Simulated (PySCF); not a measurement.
Electrostatic solvation of a mixed set.

All values: PBE0/pcSseg-1 (PySCF, non-relativistic), each on one gas-phase PBE0-D3(BJ)/def2-SVP geometry that isn't relaxed in the solvent. The solvent is an IEF-PCM continuum (van der Waals radii × 1.2). Only the electrostatic response of the medium enters.

**Question.** Order them by E(solvent) − E(gas) in cyclohexane (ε = 2.017), most negative first (kcal/mol).
A. `[CH:1]#[C:2][Si@@H:3]([O:4][CH3:5])[O:6][CH2:7][O:8][CH3:9]` with C2–Si3–O4–C5 -35°, C2–Si3–O6–C7 -39°, Si3–O6–C7–O8 -51°, O6–C7–O8–C9 -68°
B. `[F:1][CH:2]([F:3])[C@@H:4]1[CH2:5][C@H:6]([F:7])[SiH2:8]1` with F1–C2–C4–C5 -69°, C2–C4–C5–C6 -93°, C4–C5–C6–F7 86°, C5–C6–Si8–C4 19°, C2–C4–Si8–C6 95°
C. `[F:1][C:2]([F:3])=[C:4]([F:5])[CH2:6][CH2:7][SiH3:8]` with C2–C4–C6–C7 119°, C4–C6–C7–Si8 178°
D. `[CH2:1]=[CH:2][CH2:3][SiH2:4][C:5]([F:6])([F:7])[F:8]` with C1–C2–C3–Si4 -102°, C2–C3–Si4–C5 -176°

**Answer.** A (-2.4), B (-1.9), D (-1.2), C (-0.9).

```csv
SMILES,charge,ΔE (kcal/mol),polarisation term (kcal/mol),HOMO shift (eV),dipole gas (D),dipole solvent (D),atoms
C#C[Si@@H](OC)OCOC,0,-2.4,-2.5,-0.04,1.36,1.48,19
FC(F)[C@@H]1C[C@H](F)[SiH2]1,0,-1.9,-1.9,+0.13,2.99,3.27,15
C=CC[SiH2]C(F)(F)F,0,-1.2,-1.3,+0.12,2.19,2.31,15
FC(F)=C(F)CC[SiH3],0,-0.9,-0.9,+0.06,1.21,1.30,15
```

The polarisation term is half the interaction of the solute with the induced surface charges.
